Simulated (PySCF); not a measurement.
Static response to an electric field

Compound: C₅H₁₂F₂Si.
Structure used (PBE0-D3(BJ)/def2-SVP), in Å, numbered top down from 1:
```
atom  x, y, z in Å
C1    -1.1866   -0.9072    0.5580
C2    -0.6049    0.1460   -0.3906
C3    -1.5506    1.3484   -0.4787
C4    -0.4009   -0.4586   -1.7836
Si5    1.0660    0.7550    0.2849
C6     2.4078   -0.6243    0.1930
F7     1.9739   -1.7578    0.8174
F8     3.5358   -0.2059    0.8284
H9    -0.5140   -1.7703    0.6744
H10   -2.1502   -1.2786    0.1667
H11   -1.3746   -0.4917    1.5607
H12   -2.5423    1.0260   -0.8431
H13   -1.1772    2.1176   -1.1736
H14   -1.7022    1.8257    0.5032
H15    0.2343   -1.3585   -1.7528
H16   -1.3724   -0.7626   -2.2118
H17    0.0553    0.2589   -2.4854
H18    1.5867    1.8956   -0.5312
H19    0.9597    1.1633    1.7172
H20    2.6953   -0.9080   -0.8375
```

Level: CAM-B3LYP/def2-SVPD (PySCF), static field, nuclei fixed, core orbitals frozen in the response. The polarisability tensor in these axes (au):

```
x   97.10 -0.35  3.52
y   -0.35 87.28  0.27
z    3.52  0.27 85.89
```

Q: Give the principal values, the mean and the anisotropy Δα = √{½[(α1 − α2)² + (α2 − α3)² + (α1 − α3)²]}.

A: Principal values 84.83, 87.33 and 98.12 au; mean 90.09 au = 13.35 Å³ = 14.85 × 10⁻⁴⁰ C²·m²/J; Δα = 12.23 au (14 % of the mean).

Q: What is the dipole moment, and where does it point?

A: (-1.85, 0.69, -1.73) D, 2.63 D in size, pointing from the negative to the positive side. Measured along this direction, the outermost atoms are F8 at the negative end and H12 at the positive end.

Q: Along which axes do the principal values lie, and how far do the nuclei extend along each?

A: Largest value along (0.96, -0.02, 0.28), where the nuclei span 6.33 Å; middle along (-0.02, 0.99, 0.14), 3.60 Å; least along (-0.28, -0.14, 0.95), 4.35 Å. The strongest response lies along the longest span, while the other two are in reverse order.

Q: Find the Langevin capture rate constant for H3O+ (19.018 u) meeting this molecule (138.068 u), k = 2.342 × 10⁻⁹ cm³/s × √(α in Å³ / reduced mass in u).

A: The reduced mass is 16.72 u, so k = 2.09 × 10⁻⁹ cm³/s. The formula leaves out the permanent dipole, which adds to the capture rate.

Q: How large is μ²/3kT at 298 K beside α?

A: In Gaussian units μ²/3kT = 56.10 Å³ against 13.35 Å³, a ratio of 4.20; the Debye molar polarisation (4π/3)N_A(α + μ²/3kT) is 175.2 cm³/mol, leaving out the vibrational part.

Q: What molar refraction does this α imply?

A: Lorentz–Lorenz: R = (4π/3)N_A α = 2.5225 cm³/(mol·Å³) × 13.35 Å³ = 33.7 cm³/mol, in the limit of long wavelengths.

The structure is a single PBE0-D3(BJ)/def2-SVP conformer in the gas phase; no vibrational or solvent corrections.
